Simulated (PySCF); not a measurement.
# Exact mass, isotope pattern and composition

Species: `FCC[Si@H](Cl)/C(F)=C/[SiH3]`.

All values are calculated from tables of isotopes.

Q: Find the molar and monoisotopic masses of C4H9ClF2Si2.

A: For C4H9ClF2Si2, with standard atomic weights, 2 × 18.998 + 4 × 12.011 + 2 × 28.085 + 1 × 35.450 + 9 × 1.008 = 186.732 g/mol. From the most abundant isotopes (19F, 12C, 28Si, 35Cl, 1H), 2 × 18.998403 + 4 × 12.000000 + 2 × 27.976927 + 1 × 34.968853 + 9 × 1.007825 = 185.9899 u.

Q: What cluster does the molecular ion M+• show when like nominal masses merge?

A: 
| nominal mass | m/z (centroid) | relative intensity |
| --- | --- | --- |
| 186 | 185.9894 | 100.0 |
| 187 | 186.9901 | 14.6 |
| 188 | 187.9865 | 39.4 |
| 189 | 188.9873 | 5.3 |
| 190 | 189.9839 | 2.5 |
| 191 | 190.9849 | 0.2 |

Lines under 0.1 % of the tallest are left out. One electron mass, 0.00055 u, is taken off.

Q: How many rings plus π bonds does the formula give with the usual valences, and does the nitrogen rule hold?

A: (2 × 6 + 2 + 0 − 12)/2 = 1; the structure has 0 rings and 1 π bond. The nominal mass 186 is even, with 0 nitrogens, as the rule says.

Q: Which m/z would the protonated, sodiated and deprotonated molecule have?

A: [M+H]+ 186.9972, [M+Na]+ 208.9792, [M−H]− 184.9827, for the monoisotopic species (arithmetic only; whether such ions form is another matter).

Q: Give the mass fraction of each element.

A: F 20.35 %, C 25.73 %, Si 30.08 %, Cl 18.98 %, H 4.86 %.

Q: Count the protons, neutrons and electrons of the monoisotopic species, and give its exact less its nominal mass.

A: 96 protons, 90 neutrons and 96 electrons; 185.9899 − 186 = -0.0101 u.
